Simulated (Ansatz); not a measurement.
Input file for Ansatz (a program for electronic structure): R-CCSD(T)/def2-SVP on H4InNO (SMILES [NH2][InH][OH]), a point of a torsion scan. Elements past Kr take the def2 small-core potentials; no spin–orbit coupling. The run froze 11 orbitals, filled d shells among them.

Ansatz 0.2 input:
```yaml
crystal:
  periodic: [false, false, false]
  atoms:
    - {symbol: N, position_ang: [1.42805069, -0.55337251, 0.08614287]}
    - {symbol: In, position_ang: [-0.02593534, 0.87066687, 0.27022378]}
    - {symbol: O, position_ang: [0.22537138, 2.20136965, -1.13014871]}
    - {symbol: H, position_ang: [2.01681236, -0.63349234, 0.91096599]}
    - {symbol: H, position_ang: [2.02235318, -0.17750235, -0.65208624]}
    - {symbol: H, position_ang: [-1.36576656, 0.99250040, 1.31426965]}
    - {symbol: H, position_ang: [-0.40577200, 2.90799201, -1.25002006]}
basis:
  gaussian:
    orbitals: def2-SVP
magnetization: {spin_polarized: false}
correlation: {method: ccsd_t, electrons: outside_noble_gas}
scf: {lower_state_search: off}
```

The head of its log:

```
WARN ansatz: RAYON_NUM_THREADS=1 ignored (pool sized by the plan → 1); use --threads N
Functional definition: HF
these checks for a lower state are left out or cut short: stability, starts, cluster_reference, orbital_swaps, neighbouring_geometries, increment
integrals: 0.06 GiB planned
819 factors; integrals over basis functions are off by at most 9.1e-4 eV
mean field: 0.15 GiB planned
mean field evaluation 1: about -8722.5627 eV, gradient 4.9e1 eV
mean field evaluation 2: about -8722.5810 eV, gradient 4.9e1 eV
mean field evaluation 4: about -8727.5535 eV, gradient 2.6e0 eV
mean field evaluation 8: about -8727.5829 eV, gradient 5.1e-4 eV
mean field -8727.58285354 eV, -320.7327540994 hartree, gradient 1.4e-6 eV, S^2 0.000000; 0 other end points of the search recorded, 0 dependent functions left out
11 core orbitals not correlated, not the lowest: weight in the atoms' cores, before any rotation towards them, 0.694 or more for the frozen orbitals, at most 0.294 for the correlated occupied ones
reference -8727.58285354 eV, -320.7327540994 hartree; 9, 9 occupied and 54, 54 virtual orbitals, 819 factors
```

**Question.** Give the final energy of this run.

**Answer.** -321.1968 hartree (reference determinant -320.7328, T1 diagnostic 0.017).
